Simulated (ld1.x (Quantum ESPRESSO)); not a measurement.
bismuth PAW: all-electron and pseudo phase curves

```
Element                 : Bi (Z = 83)
Generator               : ld1.x (Quantum ESPRESSO) 7.5
Type                    : PAW
Functional              : PW91
Relativity              : scalar-relativistic
Frozen core             : [Xe] 4f14
Valence charge          : 15
Reference configuration : 5d10 6s2 6p3
Partial waves           : 6s (bound): rcut 1.75, rcutus 2.05 bohr; 6s channel at -0.35 Ry: rcut 1.75, rcutus 2.05 bohr; 6p (bound): rcut 1.80, rcutus 2.30 bohr; 6p channel at 0.6 Ry: rcut 1.80, rcutus 2.30 bohr; 5d (bound): rcut 1.70, rcutus 2.10 bohr; 5d channel at -0.95 Ry: rcut 1.70, rcutus 2.10 bohr
Local potential         : all-electron potential smoothed inside 1.90 bohr (lloc = -1)
Core correction         : Bessel-smoothed model core inside 1.25 bohr
Augmentation charge     : BESSEL, radius 1.95 bohr
```

The phase is arctan(r·u′/u) with u = r·R(r), unwrapped; energies in Ry, scanned from -4 to 5 Ry. A pole is an energy at which the radial function vanishes at the test radius. The pseudo phase is shifted by a multiple of π to meet the all-electron one at the reference energy, and phase errors are pseudo minus all-electron; the curves can meet again beyond the range given. Levels narrower than the energy grid can be missing from the lists of poles.

```tsv
channel	radius (bohr)	reference energy (Ry)	poles, all-electron	poles, pseudo	unbroken range about the reference energy with phases within 0.05 rad	phase error 1 Ry above the reference energy (rad)
s	2.49	-1.07	0.41	0.21, 0.41	below 0.2	-0.000
p	2.49	-0.34	2.33	2.31, 4.24	below 3.6	-0.000
d	2.49	-1.99	-1.84	-1.84, 3.89	below 1.1	+0.000
```

Phases in the s channel:

```csv
E (Ry),all-electron,pseudo
-4.00,1.307,1.307
-3.52,1.273,1.272
-3.04,1.220,1.220
-2.56,1.130,1.130
-2.08,0.936,0.935
-1.60,0.336,0.335
-1.12,-0.846,-0.846
-0.64,-1.307,-1.307
-0.16,-1.473,-1.473
0.32,-1.559,-4.700
0.80,-1.617,-4.758
1.28,-1.663,-4.805
1.76,-1.707,-4.848
2.24,-1.754,-4.895
2.72,-1.811,-4.952
3.20,-1.891,-5.033
3.68,-2.022,-5.165
4.16,-2.283,-5.435
4.64,-2.902,-6.083
```
